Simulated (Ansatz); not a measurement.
System: BH₃Se, charge 0, singlet. BH3Se (SMILES B[SeH]).
B3LYP-D3(BJ)/def2-TZVP minimum from Ansatz (an electronic-structure program):
```xyz
5

B      0.4629    -0.0473    -1.4984
H     -0.2701    -0.5711    -2.2699
H      1.5021     0.4279    -1.8089
Se    -0.1344    -0.0093     0.3141
H      1.0228     0.6958     0.8925
```
Charge 0, spin multiplicity 1.

Property: atomisation energy (electronic, to ground-state atoms), in kcal/mol. Radicals and triplets start from unrestricted determinants; spin-orbit coupling is neglected. Correlated methods leave the cores frozen (noble-gas shells, and filled d and f shells in the p block). No relativity. CBS(X,Y): correlation extrapolated as X^-3, Hartree-Fock from the larger set (Q,5: extrapolated as (X+1)exp(-9√X)). A bracket is a step between two methods taken in the basis named. Where a partner has so few electrons that a lower coupled-cluster level is exact, that level stands in.

CCSD(T)/CBS(cc-pVQZ,cc-pV5Z) + [CCSDT(Q) - CCSD(T)]/cc-pVTZ + [CCSDTQ - CCSDT(Q)]/cc-pVDZ (Ansatz) gives 353.0 kcal/mol.

Task: How far off this value is PBE/def2-TZVPD (Ansatz), in which direction, and how far these levels: PBE0/def2-TZVPD, wB97M-V/def2-TZVPD, CCSD(T)/CBS(cc-pVQZ,cc-pV5Z)?

Result: PBE gives 357.9 kcal/mol, 4.9 kcal/mol above it. Differences of the others: PBE0/def2-TZVPD (Ansatz) 1.4; wB97M-V/def2-TZVPD (Ansatz) 1.8; CCSD(T)/CBS(cc-pVQZ,cc-pV5Z) (Ansatz) -0.3 kcal/mol.
